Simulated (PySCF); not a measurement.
H$_{2}$BFOSe (SMILES OB(F)[SeH]), singlet, at a GFN2-xTB geometry. Base run: M062X/6-31G* in PySCF.

Here is a job for PySCF.
```python
from pyscf import gto, scf, dft, solvent

mol = gto.Mole()
mol.atom = '''
    B    -0.56584048    0.64291002   -0.39835095
    F    -1.70676336    0.28414424   -0.97903305
    O    -0.17925617    1.91282759   -0.35599184
    H    -0.74222450    2.57759269   -0.75569796
    Se    0.55283671   -0.70187297    0.39911036
    H     1.56989825    0.21161924    0.83693272
'''
mol.basis = '6-31g*'
mol.verbose = 4
mol.build()

mf = dft.RKS(mol)
mf.xc = 'm062x'
mf.kernel()
```

Each row names what was changed in the base input (with any setting that the change needs).

| change | ΔE vs base (kcal/mol) | dipole (D) | HOMO-LUMO gap (eV) |
|---|---|---|---|
| base | 0.000 | 2.33 | 10.13 |
| model = IEF-PCM; solvent = methanol | -5.36 | 2.87 | 10.28 |
| model = SS(V)PE; solvent = methanol | -5.32 | 2.86 | 10.28 |
| model = IEF-PCM; solvent = methanol; r_probe = 0.5 | -2.14 | 2.65 | 10.18 |
| model = IEF-PCM; solvent = chloroform | -3.91 | 2.72 | 10.24 |
| model = IEF-PCM; solvent = methanol; vdw_scale = 1.0 | -9.88 | 3.04 | 10.42 |
| model = ddCOSMO; solvent = methanol | -3.76 | 2.77 | 10.24 |
| model = C-PCM; solvent = methanol | -5.45 | 2.88 | 10.29 |
| model = COSMO; solvent = methanol | -5.35 | 2.87 | 10.28 |
| model = IEF-PCM; solvent = methanol; vdw_scale = 1.4 | -3.13 | 2.73 | 10.21 |
| model = IEF-PCM; solvent = toluene | -2.58 | 2.59 | 10.21 |
| model = IEF-PCM; solvent = acetonitrile | -5.38 | 2.87 | 10.29 |

The base is the gas phase, so ΔE is the electrostatic part of solvation at a fixed geometry, without cavity and dispersion terms.
